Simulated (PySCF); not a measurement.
Al(H)2(OH) (AlH3O), SMILES [AlH2][OH]. Coordinates come from a PBE0-D3(BJ)/def2-TZVP optimisation. The geometry has at least one imaginary mode, so it is a saddle point at that level.

TDA-ωB97X/def2-TZVPD (PySCF) puts the lowest singlet excitations at 5.85, 7.24, 7.77, 8.16, 8.16, 8.26 eV.

Question: What are the lowest excitation roots from PySCF 2.14.0 with ADC(2)/aug-cc-pVDZ? (An estimate is asked for; the answer gives what the named calculation found.)

Answer: 5.93, 6.77, 7.52, 7.64, 8.00, 8.20 eV. S1 differs by 0.09 eV (second minus first; roots are paired by order, and the bases may differ).
